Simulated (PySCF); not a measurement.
# Calculated NMR data

- coordinates at the GFN2-xTB level
- NMR shieldings at PBE0/pcSseg-1/GIAO
- program: PySCF 2.14
- gas phase, single conformer, non-relativistic, one averaged value for each set of equivalent atoms

Shifts are taken against calculated references (same method and geometry level): $^{1}$H (σ = 31.72 ppm) and $^{13}$C (σ = 186.93 ppm) vs TMS. Splittings of carbon signals by F and P are missing where no couplings were computed. Where no couplings were computed, multiplicities follow the n + 1 count of equivalent neighbours, and m marks all less simple cases (inequivalent or close neighbours, rings, F or P nearby). Shifts are as computed. Against solution values, carbons near 30 ppm lie about +3 ppm off and those near 130 ppm about +5 ppm. Of 1211 compounds with measured shifts, 218 miss one by over three times the rms of a fit or turn the order of signals round; such compounds aren't used in these exercises.

Compound 1 (C$_{4}$H$_{4}$F$_{3}$OPSi). $^{1}$H NMR (400 MHz, computed): δ 8.21 (m, 1H), 4.68 (m, 3H). $^{13}$C{$^{1}$H} NMR (computed): δ 193.4 (C), 162.0 (CH), 133.5 (C), 130.4 (C). Structure: `C1([SiH3])=COC(C(F)(F)F)=P1`.

Compound 2 (C$_{7}$H$_{10}$Si). $^{1}$H NMR (400 MHz, computed): δ 7.85 (d, 2H), 7.66 (m, 1H), 7.65 (m, 2H), 4.75 (q, 2H), 0.30 (t, 3H). $^{13}$C{$^{1}$H} NMR (computed): δ 140.7, 140.6, 135.0, 133.2, -3.1. Structure: `C[SiH2]c1ccccc1`.

Compound 3 (C$_{4}$H$_{4}$F$_{2}$O$_{2}$Si). $^{1}$H NMR (400 MHz, computed): δ 8.09 (m, 1H), 5.24 (m, 1H), 5.12 (m, 2H). $^{13}$C{$^{1}$H} NMR (computed): δ 178.3, 173.8, 136.3, 76.9. Structure: `C1(=O)OCC=C1[SiH](F)F`.

Compound 4 (C$_{5}$H$_{6}$FNSi). $^{1}$H NMR (400 MHz, computed): δ 6.98 (m, 1H), 6.68 (m, 1H), 6.66 (m, 1H), 5.87 (m, 2H), 5.25 (d, 1H). $^{13}$C{$^{1}$H} NMR (computed): δ 163.9 (CH), 151.5 (CH2), 150.1 (C), 124.3 (C), 100.8 (CH). Structure: `InChI=1S/C5H6FNSi/c1-5(8-6)3-2-4-7/h2-3H,1,8H2/b3-2-`.
